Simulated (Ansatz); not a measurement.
`N[Si@H](F)N[Si@@H](N)F`. Charge 0, multiplicity 1.

```xyz
14

N    -2.6765    0.5751    0.3363
Si   -1.2464   -0.3432    0.2354
F    -1.2562   -1.2562    1.5514
N     0.0736    0.7452    0.1929
Si    1.6501    0.5043   -0.4225
N     2.0811   -1.1136   -0.1594
F     1.7600    0.7074   -2.0049
H    -3.5180    0.1570    0.6984
H    -2.8820    1.2785   -0.3541
H    -1.1045   -1.2944   -0.8856
H    -0.0864    1.6275    0.6609
H     2.5118    1.5655    0.1492
H     2.7712   -1.5827   -0.7204
H     1.9222   -1.5704    0.7223
```

Q: Give the diagnostics of a CCSD(T)/def2-TZVPP run (frozen core, Ansatz 0.2.0). (An estimate is asked.)

A: Ansatz gave: T1 = 0.0109, largest single amplitude 0.014, largest double 0.012, (T) share of the correlation energy 3.3 %, 9 CCSD cycles. The RHF solution is stable towards an unrestricted one. T1 lies under the customary mark of 0.02 for closed shells.
